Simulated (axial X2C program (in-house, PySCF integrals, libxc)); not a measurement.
What spin–orbit coupling does to SeO⁻

Computed with an axial X2C code built on PySCF integrals. Spin-free means the one-electron spin-free X2C Hamiltonian; two-component (2c) means X2C with spin–orbit coupling and atomic mean-field two-electron Coulomb and Gaunt terms, so the difference of the two also holds small scalar two-electron terms. Basis: Se dyall-acv3z [9s10p7d5f1g], O dyall-av3z [7s6p3d2f] (cores contracted in-house); Gaussian nuclei, density fitting, unrestricted open shells. Masses: Se 79.917 u, O 15.995 u.

Spin-free state: M_S = 1/2, Λ = 1 (beyond evenly filled blocks: π+α, π+β, π-α); fragments Se- + O.

```
level  Re (Å)  ωe (cm⁻¹)  De (eV)  μ (D)
 PBE0   1.716      773.7    3.816  -1.99
  M06   1.707      785.6    3.969  -2.11
```

Dipoles are positive if O is the positive end and refer to the centre of mass.

**Question.** Within this multiplet, which Ω should lie lowest by the rule for regular and inverted multiplets?

**Answer.** The open π shell holds three electrons, one hole, so the multiplet is inverted: Ω = Λ + 1/2 = 3/2. The PBE0 2c search agrees.

Two-component determinant lowest at the distance of the search:

Ω = 3/2 (⟨Sz⟩ = 0.50, ⟨Lz⟩ = 1.00 at PBE0); fragments Se- + O.

```
level  Re (Å)  ωe (cm⁻¹)  De (eV)  μ (D)
 PBE0   1.716      774.3    3.845  -2.06
  M06   1.707      786.1    3.944  -2.19
```

**Question.** From the two tables, how do the constants change at the PBE0 level (2c against spin-free)?

**Answer.** At the PBE0 level Re is unchanged within 0.001 Å and ωe goes up by 0.6 cm⁻¹; De is not compared, since the atomic limits differ or miss part of their spin–orbit lowering.

One determinant describes the state; a PBE0 search over occupations chose it and may have missed a lower one. Dissociation energies refer to the lowest single-determinant-based atoms at the same level and basis. Density functionals use the spin component along the axis (collinear). In 2c an atomic determinant is not the ground J level, so De misses part of the atomic spin–orbit lowering. This holds for PBE0, M06. Without a current term, density functionals place determinants with orbital angular momentum somewhat too high. The highest occupied level of some functionals is positive through self-interaction error; at Hartree–Fock it is bound.
